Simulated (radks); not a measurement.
Spin polarisation of the 3p5 shell in Ca3+. Start: [Ne] 3s2 3p(up 2.5, down 2.5); electrons of 3p are moved from spin down to spin up, other shells keep equal spins. All-electron calculation, scalar-relativistic Kohn-Sham, PBE, spin-polarised, spherical densities, point nucleus. Program: a radial shooting solver on a logarithmic mesh with Libxc functionals.

moment (Bohr magnetons),E - E(0) (eV),e(3p up) (eV),e(3p down) (eV),3s down minus up (eV)
0,0.000,-59.667,-59.667,0.000
0.25,-0.021,-59.836,-59.493,0.362
0.5,-0.086,-60.000,-59.312,0.724
0.75,-0.194,-60.159,-59.125,1.086
1,-0.344,-60.313,-58.933,1.451

At moment 1 the spin-polarisation energy is -0.344 eV and the 3p exchange splitting 1.380 eV, that is 1.380 eV per Bohr magneton; E = -I m^2/4 would give I = 1.377 eV.
